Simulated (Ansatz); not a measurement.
Ansatz (a first-principles code) input file for C2H7OSi, SMILES C[SiH](C)[O], multiplicity 2, PBE-D3(BJ)/def2-SVP. 

Ansatz 0.2 input:
```yaml
crystal:
  periodic: [false, false, false]
  atoms:
    - {symbol: C, position_ang: [0.21801684, 0.76012495, -1.55852447]}
    - {symbol: Si, position_ang: [-0.38501110, -0.10868461, -0.00000000]}
    - {symbol: C, position_ang: [0.21801684, 0.76012497, 1.55852446]}
    - {symbol: O, position_ang: [0.32948215, -1.63667611, 0.00000001]}
    - {symbol: H, position_ang: [-0.22691738, 1.76829378, -1.60634099]}
    - {symbol: H, position_ang: [1.31458983, 0.85457457, -1.54895653]}
    - {symbol: H, position_ang: [-0.08001243, 0.21153765, -2.46509668]}
    - {symbol: H, position_ang: [-1.87722386, -0.17531813, 0.00000000]}
    - {symbol: H, position_ang: [1.31458982, 0.85457459, 1.54895651]}
    - {symbol: H, position_ang: [-0.08001243, 0.21153768, 2.46509668]}
    - {symbol: H, position_ang: [-0.22691738, 1.76829381, 1.60634098]}
basis:
  gaussian:
    orbitals: def2-SVP
hamiltonian:
  xc: pbe
  dispersion: d3bj
magnetization: {spin_polarized: true, initial_magnetization: 1}
relax: {f_tol: 0.002, max_steps: 200}
```

Log of the run:

```
WARN ansatz: RAYON_NUM_THREADS=1 ignored (pool sized by the plan → 1); use --threads N
Functional definition: PBE
integrals: 0.04 GiB planned
1061 factors; their error is unknown
mean field: 0.30 GiB planned
mean field evaluation 1: about -12083.0333 eV, gradient 5.4e1 eV
mean field evaluation 2: about -12057.1179 eV, gradient 8.8e1 eV
mean field evaluation 4: about -12095.9284 eV, gradient 1.5e1 eV
mean field evaluation 8: about -12096.9825 eV, gradient 2.0e-1 eV
mean field evaluation 16: about -12096.9231 eV, gradient 2.0e-3 eV
mean field evaluation 32: about -12096.8589 eV, gradient 6.5e-2 eV
mean field -12096.92310405 eV, -444.5537244848 hartree, gradient 3.0e-6 eV, S^2 0.752636; 4 other end points of the search recorded, 0 dependent functions left out
the calculation of the forces begins
reference -12096.92313778 eV, -444.5537257245 hartree; 21, 20 occupied and 74, 75 virtual orbitals, 1061 factors
relax step   1: F+E_penalty+E_count = -12097.12828879 eV  Δ(F+E_penalty+E_count) = +0.000e0 eV  max|allowed force component| = 4.959e-1 eV/Å  Δτ_max = 0.0000 Å  (170 SCF iters, accepted)
these checks for a lower state are left out or cut short: starts, cluster_reference, orbital_swaps, neighbouring_geometries, increment
integrals: 0.04 GiB planned
1061 factors; their error is unknown
mean field: 0.30 GiB planned
mean field evaluation 64: about -12096.9352 eV, gradient 1.2e-1 eV
mean field -12096.93526191 eV, -444.5541712780 hartree, gradient 2.1e-6 eV, S^2 0.752732; 0 other end points of the search recorded, 0 dependent functions left out
the calculation of the forces begins
reference -12096.93529562 eV, -444.5541725168 hartree; 21, 20 occupied and 74, 75 virtual orbitals, 1061 factors
relax step   2: F+E_penalty+E_count = -12097.14055430 eV  Δ(F+E_penalty+E_count) = -1.227e-2 eV  max|allowed force component| = 3.124e-1 eV/Å  Δτ_max = 0.0186 Å  (41 SCF iters, accepted)
these checks for a lower state are left out or cut short: starts, cluster_reference, orbital_swaps, neighbouring_geometries, increment
integrals: 0.04 GiB planned
1061 factors; their error is unknown
mean field: 0.30 GiB planned
mean field -12096.93859896 eV, -444.5542939125 hartree, gradient 7.3e-6 eV, S^2 0.752797; 0 other end points of the search recorded, 0 dependent functions left out
the calculation of the forces begins
reference -12096.93863272 eV, -444.5542951529 hartree; 21, 20 occupied and 74, 75 virtual orbitals, 1061 factors
relax step   3: F+E_penalty+E_count = -12097.14354214 eV  Δ(F+E_penalty+E_count) = -2.988e-3 eV  max|allowed force component| = 1.019e-1 eV/Å  Δτ_max = 0.0107 Å  (38 SCF iters, accepted)
these checks for a lower state are left out or cut short: starts, cluster_reference, orbital_swaps, neighbouring_geometries, increment
integrals: 0.04 GiB planned
1061 factors; their error is unknown
mean field: 0.30 GiB planned
mean field -12096.93875188 eV, -444.5542995320 hartree, gradient 9.7e-6 eV, S^2 0.752822; 0 other end points of the search recorded, 0 dependent functions left out
the calculation of the forces begins
reference -12096.93878563 eV, -444.5543007723 hartree; 21, 20 occupied and 74, 75 virtual orbitals, 1061 factors
relax step   4: F+E_penalty+E_count = -12097.14394656 eV  Δ(F+E_penalty+E_count) = -4.044e-4 eV  max|allowed force component| = 1.729e-2 eV/Å  Δτ_max = 0.0083 Å  (34 SCF iters, accepted)
these checks for a lower state are left out or cut short: starts, cluster_reference, orbital_swaps, neighbouring_geometries, increment
integrals: 0.04 GiB planned
1061 factors; their error is unknown
mean field: 0.30 GiB planned
mean field evaluation 96: about -12096.9388 eV, gradient 1.3e-5 eV
mean field -12096.93878443 eV, -444.5543007281 hartree, gradient 2.7e-6 eV, S^2 0.752826; 0 other end points of the search recorded, 0 dependent functions left out
the calculation of the forces begins
reference -12096.93881817 eV, -444.5543019681 hartree; 21, 20 occupied and 74, 75 virtual orbitals, 1061 factors
relax step   5: F+E_penalty+E_count = -12097.14398829 eV  Δ(F+E_penalty+E_count) = -4.173e-5 eV  max|allowed force component| = 6.998e-3 eV/Å  Δτ_max = 0.0024 Å  (34 SCF iters, accepted)
these checks for a lower state are left out or cut short: starts, cluster_reference, orbital_swaps, neighbouring_geometries, increment
integrals: 0.04 GiB planned
1061 factors; their error is unknown
mean field: 0.30 GiB planned
mean field -12096.93877456 eV, -444.5543003656 hartree, gradient 5.0e-6 eV, S^2 0.752827; 0 other end points of the search recorded, 0 dependent functions left out
the calculation of the forces begins
reference -12096.93880830 eV, -444.5543016055 hartree; 21, 20 occupied and 74, 75 virtual orbitals, 1061 factors
relax step   6: F+E_penalty+E_count = -12097.14399264 eV  Δ(F+E_penalty+E_count) = -4.350e-6 eV  max|allowed force component| = 2.062e-3 eV/Å  Δτ_max = 0.0016 Å  (31 SCF iters, accepted)
these checks for a lower state are left out or cut short: starts, cluster_reference, orbital_swaps, neighbouring_geometries, increment
integrals: 0.04 GiB planned
1061 factors; their error is unknown
mean field: 0.30 GiB planned
mean field -12096.93876651 eV, -444.5543000697 hartree, gradient 3.3e-6 eV, S^2 0.752826; 0 other end points of the search recorded, 0 dependent functions left out
the calculation of the forces begins
reference -12096.93880025 eV, -444.5543013095 hartree; 21, 20 occupied and 74, 75 virtual orbitals, 1061 factors
relax step   7: F+E_penalty+E_count = -12097.14399275 eV  Δ(F+E_penalty+E_count) = -1.104e-7 eV  max|allowed force component| = 5.100e-3 eV/Å  Δτ_max = 0.0007 Å  (31 SCF iters, accepted)
these checks for a lower state are left out or cut short: starts, cluster_reference, orbital_swaps, neighbouring_geometries, increment
integrals: 0.04 GiB planned
1061 factors; their error is unknown
mean field: 0.30 GiB planned
mean field evaluation 128: about -12096.9388 eV, gradient 8.3e-3 eV
mean field -12096.93876687 eV, -444.5543000828 hartree, gradient 8.7e-6 eV, S^2 0.752827; 0 other end points of the search recorded, 0 dependent functions left out
the calculation of the forces begins
reference -12096.93880060 eV, -444.5543013226 hartree; 21, 20 occupied and 74, 75 virtual orbitals, 1061 factors
relax step   8: F+E_penalty+E_count = -12097.14399322 eV  Δ(F+E_penalty+E_count) = -4.660e-7 eV  max|allowed force component| = 3.130e-4 eV/Å  Δτ_max = 0.0002 Å  (27 SCF iters, accepted)
integrals: 0.04 GiB planned
1061 factors; their error is unknown
mean field: 0.30 GiB planned
mean field evaluation 160: about -12082.7836 eV, gradient 5.5e1 eV
mean field evaluation 192: about -12096.9388 eV, gradient 8.7e-6 eV
mean field -12096.93876687 eV, -444.5543000828 hartree, gradient 8.7e-6 eV, S^2 0.752827; 5 other end points of the search recorded, 0 dependent functions left out
the calculation of the forces begins
reference -12096.93880060 eV, -444.5543013226 hartree; 21, 20 occupied and 74, 75 virtual orbitals, 1061 factors
Total energy: -12097.14402695 eV, -444.5618432518 hartree
Atom 0 at     0.223751     0.763879    -1.552793 Å, force    -0.000033    -0.000015    -0.000071 eV/Å
Atom 1 at    -0.389995    -0.142770     0.000000 Å, force    -0.000179    -0.000167     0.000000 eV/Å
Atom 2 at     0.223751     0.763879     1.552793 Å, force    -0.000033    -0.000015     0.000071 eV/Å
Atom 3 at     0.332126    -1.652810     0.000000 Å, force    -0.000047     0.000313    -0.000000 eV/Å
Atom 4 at    -0.234598     1.774812    -1.568471 Å, force     0.000045     0.000022     0.000011 eV/Å
Atom 5 at     1.326786     0.856755    -1.532600 Å, force     0.000016    -0.000054    -0.000006 eV/Å
Atom 6 at    -0.078357     0.222327    -2.470092 Å, force    -0.000032     0.000021    -0.000089 eV/Å
Atom 7 at    -1.898694    -0.171584     0.000000 Å, force     0.000234    -0.000094     0.000000 eV/Å
Atom 8 at     1.326786     0.856755     1.532600 Å, force     0.000016    -0.000054     0.000006 eV/Å
Atom 9 at    -0.078357     0.222327     2.470092 Å, force    -0.000032     0.000021     0.000089 eV/Å
Atom 10 at    -0.234598     1.774812     1.568471 Å, force     0.000045     0.000022    -0.000011 eV/Å
Dipole moment:    -0.016041     0.515145    -0.000000 e Å
```

Self-consistency was reached.

Cost: around 40 core-seconds (rough).
